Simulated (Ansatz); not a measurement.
Consider the formal exchange of groups at a Zr–N bond: `[NH2][Zr]([NH2])([F])[Cl]` + `CC(N)O` → `[NH2][Zr]([OH])([F])[Cl]` + `CC(N)N`.

Gas-phase electronic energies from Ansatz, PBE0-D4/def2-TZVP geometries. CCSD(T)/CBS adds triple-zeta CCSD(T) − MP2 to the extrapolated MP2 energy (def2 sets, frozen cores). DFT in def2-TZVPP. B3LYP here is the variant with VWN-RPA as its local correlation; programs differ in this. HSE06 is defined as in plane-wave codes. Elements past krypton have def2 core potentials. For Zr outer-core shells are correlated without core-valence functions, which leaves a few kJ/mol of doubt a bond. Each species was taken in one conformer, which may not be the lowest.

| level | ΔE (kJ/mol) | difference from CCSD(T)/CBS |
| --- | --- | --- |
| PBE-D4 | -61.9 | 6.2 |
| B3LYP-D4 | -64.4 | 3.7 |
| r2SCANh-D4 | -64.8 | 3.3 |
| HSE06-D4 | -63.9 | 4.2 |
| BHLYP-D4 | -66.9 | 1.2 |
| ωB97M-V | -66.7 | 1.4 |
| revPBE | -60.2 | 7.9 |
| BLYP | -61.6 | 6.5 |
| B3LYP | -64.0 | 4.1 |
| r2SCAN0 | -65.7 | 2.4 |
| HSE06 | -63.9 | 4.2 |
| MP2/def2-SVP | -77.3 | -9.2 |
| HF/def2-QZVPP | -69.7 | -1.6 |
| SCS-MP2/def2-QZVPP | -70.3 | -2.2 |
| HF/CBS(def2) | -69.7 | -1.6 |
| CCSD/CBS(def2) | -68.8 | -0.7 |
| CCSD(T)/CBS | -68.1 | 0 |

Largest T1 diagnostic among the species: 0.016.

At CCSD(T), def2-SVP lies −5.7 kJ/mol from the extrapolated value and def2-TZVPP +1.1 kJ/mol. Leaving LDA and LC-ωPBE aside and taking each functional with its dispersion term where it has one, the values, not all of them listed here, spread over 6.2 kJ/mol, from PBE-QIDH to PBE-D4. From BLYP to BHLYP (50 % exact exchange), in def2-TZVPP and without D4, ΔE moves by −5.7 kJ/mol.

CCSD(T)/CBS has its own doubt, a few kJ/mol and more with outer-core shells, so smaller differences from it don't rank the levels.
